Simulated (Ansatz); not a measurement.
`CB([SiH3])BCl` and `CB([SiH3])S` differ in one atom or group.

Ansatz, PBE0-D4/def2-TZVP geometries, multiplicity 1. Each molecule was computed in one conformer, which needn't be the lowest.

```
                                          property  `CB([SiH3])BCl`
               HOMO–LUMO gap (PBE/def2-TZVPP) / eV             3.27
             HOMO–LUMO gap (B3LYP/def2-TZVPP) / eV             5.10
             LUMO energy (ωB97M-V/def2-TZVPP) / eV             0.00
size of the dipole moment (ωB97M-V/def2-TZVPP) / D             1.58
                HOMO energy (PBE0/def2-TZVPP) / eV            -7.42
           HOMO–LUMO gap (ωB97M-V/def2-TZVPP) / eV             9.56
```

Question: Give the same properties after the change, and the shifts. (An estimate is asked.)

Answer: Ansatz gave: 
```csv
property,`CB([SiH3])S`,shift
HOMO–LUMO gap (PBE/def2-TZVPP) / eV,4.62,1.35
HOMO–LUMO gap (B3LYP/def2-TZVPP) / eV,6.39,1.29
LUMO energy (ωB97M-V/def2-TZVPP) / eV,0.62,0.62
size of the dipole moment (ωB97M-V/def2-TZVPP) / D,1.77,0.19
HOMO energy (PBE0/def2-TZVPP) / eV,-8.10,-0.68
HOMO–LUMO gap (ωB97M-V/def2-TZVPP) / eV,10.83,1.27
```

With PBE0 the HOMO falls by 0.68 eV and the LUMO rises by 0.61 eV, so the gap widens by about 1.29 eV. PBE moves the HOMO by -0.69 eV and ωB97M-V by -0.66 eV. Dipoles are sizes alone; their direction can turn.

B3LYP here is the variant with VWN-RPA as its local correlation; programs differ in this.
